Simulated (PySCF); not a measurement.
C3H9BrSi, SMILES C[Si](C)(Br)C, PBE0/def2-SVP optimised geometry.

```
14

C     -0.93    -1.66    -1.42
Si    -0.24    -0.64     0.00
C     -0.93     1.10     0.00
C      1.63    -0.64     0.00
Br    -0.91    -1.63     1.92
H     -0.63    -1.22    -2.38
H     -0.56    -2.69    -1.38
H     -2.03    -1.69    -1.38
H     -0.55     1.67     0.86
H     -0.63     1.63    -0.92
H     -2.03     1.09     0.05
H      2.02    -0.17    -0.92
H      2.03    -1.67     0.05
H      2.03    -0.09     0.86
```

Density from PBE0/def2-TZVP (PySCF 2.14.0) at that geometry.

Minimum of the electron density along straight lines between bonded atoms, close to the bond critical point (lines longer than 1.1 times the sum of covalent radii, or with two minima, are not listed):

```json
[
 {"bond": "C1–Si2", "length / Å": "1.873", "ρ at the minimum / e bohr⁻³": "0.123", "∇²ρ there / e bohr⁻⁵": "0.18", "position (fraction from the first atom)": "0.61"},
 {"bond": "Si2–C3", "length / Å": "1.873", "ρ at the minimum / e bohr⁻³": "0.123", "∇²ρ there / e bohr⁻⁵": "0.18", "position (fraction from the first atom)": "0.39"},
 {"bond": "Si2–C4", "length / Å": "1.873", "ρ at the minimum / e bohr⁻³": "0.123", "∇²ρ there / e bohr⁻⁵": "0.18", "position (fraction from the first atom)": "0.39"},
 {"bond": "Si2–Br5", "length / Å": "2.259", "ρ at the minimum / e bohr⁻³": "0.083", "∇²ρ there / e bohr⁻⁵": "___", "position (fraction from the first atom)": "0.35"},
 {"bond": "C1–H6", "length / Å": "1.103", "ρ at the minimum / e bohr⁻³": "0.264", "∇²ρ there / e bohr⁻⁵": "-0.86", "position (fraction from the first atom)": "0.64"},
 {"bond": "C1–H7", "length / Å": "1.101", "ρ at the minimum / e bohr⁻³": "0.267", "∇²ρ there / e bohr⁻⁵": "-0.87", "position (fraction from the first atom)": "0.64"},
 {"bond": "C1–H8", "length / Å": "1.101", "ρ at the minimum / e bohr⁻³": "0.267", "∇²ρ there / e bohr⁻⁵": "-0.87", "position (fraction from the first atom)": "0.64"},
 {"bond": "C3–H9", "length / Å": "1.101", "ρ at the minimum / e bohr⁻³": "0.267", "∇²ρ there / e bohr⁻⁵": "-0.87", "position (fraction from the first atom)": "0.64"},
 {"bond": "C3–H10", "length / Å": "1.103", "ρ at the minimum / e bohr⁻³": "0.264", "∇²ρ there / e bohr⁻⁵": "-0.86", "position (fraction from the first atom)": "0.64"},
 {"bond": "C3–H11", "length / Å": "1.101", "ρ at the minimum / e bohr⁻³": "0.267", "∇²ρ there / e bohr⁻⁵": "-0.87", "position (fraction from the first atom)": "0.64"},
 {"bond": "C4–H12", "length / Å": "1.103", "ρ at the minimum / e bohr⁻³": "0.264", "∇²ρ there / e bohr⁻⁵": "-0.86", "position (fraction from the first atom)": "0.64"},
 {"bond": "C4–H13", "length / Å": "1.101", "ρ at the minimum / e bohr⁻³": "0.267", "∇²ρ there / e bohr⁻⁵": "-0.87", "position (fraction from the first atom)": "0.64"},
 {"bond": "C4–H14", "length / Å": "1.101", "ρ at the minimum / e bohr⁻³": "0.267", "∇²ρ there / e bohr⁻⁵": "-0.87", "position (fraction from the first atom)": "0.64"}
]
```

Problem. What belongs in the gaps?

Solution. 
- Si2–Br5, ∇²ρ there / e bohr⁻⁵: 0.07
